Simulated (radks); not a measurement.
Species: Rh I. Configuration: [Kr] 4d8 5s1. Method: scalar-relativistic Kohn-Sham, LDA (Slater exchange, Perdew-Wang correlation), spin-polarised, spherical densities, finite nucleus; open shells are filled with parallel spins first (spin-orbit coupling, left out, can overturn this in heavy ions); Fermi nuclear charge, rms radius 4.4945 fm; hard spherical wall at 5 bohr; computed with a radial shooting solver on a logarithmic mesh with Libxc functionals.

Normalised radial functions P(r) = r R(r), r in bohr:

r           4p up    5s up  5s down
0.004243   0.0085   0.0460   0.0454
0.006329   0.0172   0.0604   0.0596
0.009442   0.0343   0.0748   0.0739
0.01409    0.0665   0.0839   0.0829
0.02101    0.1230   0.0779   0.0769
0.03135    0.2102   0.0436   0.0431
0.04677    0.3166  -0.0257  -0.0254
0.06977    0.3831  -0.1087  -0.1074
0.1041     0.2889  -0.1354  -0.1337
0.1553    -0.0611  -0.0262  -0.0258
0.2316    -0.4978   0.1639   0.1620
0.3456    -0.5053   0.1772   0.1749
0.5155     0.1940  -0.1154  -0.1144
0.7691     0.9726  -0.3332  -0.3288
1.147      0.9968  -0.0458  -0.0440
1.725      0.4764   0.4973   0.4921
2.574      0.1136   0.7174   0.7136
3.84       0.0112   0.4175   0.4270

4p up: eigenvalue -48.912 eV, 2 radial nodes at r = 0.147, 0.473 bohr, <r> = 1.08 bohr, 90 % of the charge inside 1.61 bohr. 5s up: eigenvalue -2.306 eV, 4 radial nodes at r = 0.0411, 0.164, 0.453, 1.19 bohr, <r> = 2.64 bohr, 90 % of the charge inside 3.68 bohr. 5s down (empty): eigenvalue -0.961 eV, 4 radial nodes at r = 0.0411, 0.164, 0.452, 1.19 bohr, <r> = 2.66 bohr, 90 % of the charge inside 3.70 bohr.
